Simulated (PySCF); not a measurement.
Sc²⁺: excitation energy

Sc²⁺ [Ar] 3d1 (2D) → Sc²⁺ [Ar] 4s1 (2S), as a difference of total energies. Computed with PySCF 2.14 in ANO-RCC-VTZP, with scalar relativity by spin-free X2C-1e. Correlated levels: valence and next inner shell: [Ne] frozen. The calculations carry no spin-orbit coupling.

```tsv
method	excitation energy (eV)
UHF	2.993
LDA	3.436
PBE	3.562
PBE0	3.588
r2SCAN	3.807
TPSSh	3.833
M06	3.457
CAM-B3LYP	3.442
MP2 (valence and next inner shell)	2.941
SCS-MP2 (valence and next inner shell)	2.998
```

Q: How much does correlation contribute at MP2 (valence and next inner shell)?

A: 2.941 − (2.993) = -0.052 eV, measured against UHF.

A first-order spin-orbit estimate (lowest level to lowest level, LS coupling) adds 0.018 eV.

The basis was made for the ground configuration and has no added diffuse functions, so the excitation energy can come out too high.
